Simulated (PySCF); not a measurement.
CdTe (SMILES [Cd]=[Te]), singlet, at a GFN2-xTB geometry (such geometries of metal compounds can be far from the true shape) (core potentials on Cd, Te); PBE0/def2-SVP, TDA in PySCF.

Input for PySCF:
```python
from pyscf import gto, scf, dft, tdscf

mol = gto.Mole()
mol.atom = '''
    Cd   -0.000000   -0.000000   -1.302979
    Te    0.000000    0.000000    1.202750
'''
mol.basis = 'def2-svp'
mol.ecp = {'Cd': 'def2-svp', 'Te': 'def2-svp'}
mol.charge = 0
mol.spin = 0
mol.verbose = 3
mol.build()

mf = dft.RKS(mol)
mf.xc = 'pbe0'
mf.kernel()
td = mf.TDA()
td.nstates = 10
td.kernel()
td.analyze(verbose=3)
```

Question: What does PySCF print? Leave out banner, timings and long lists.

Answer: 
```
converged SCF energy = -435.741266789731
Excitation energies (eV)
[0.59096023 0.59096023 3.6585354  3.74598704 3.81533078 3.81533189
 5.81464447 5.81464447 6.54814889 6.90246957]

** Singlet excitation energies and oscillator strengths **
Excited State   1:      0.59096 eV   2098.01 nm  f=0.0019
Excited State   2:      0.59096 eV   2098.01 nm  f=0.0019
Excited State   3:      3.65854 eV    338.89 nm  f=0.0282
Excited State   4:      3.74599 eV    330.98 nm  f=0.0000
Excited State   5:      3.81533 eV    324.96 nm  f=0.0000
Excited State   6:      3.81533 eV    324.96 nm  f=0.0000
Excited State   7:      5.81464 eV    213.23 nm  f=0.0490
Excited State   8:      5.81464 eV    213.23 nm  f=0.0490
Excited State   9:      6.54815 eV    189.34 nm  f=2.1776
Excited State  10:      6.90247 eV    179.62 nm  f=0.2209
```
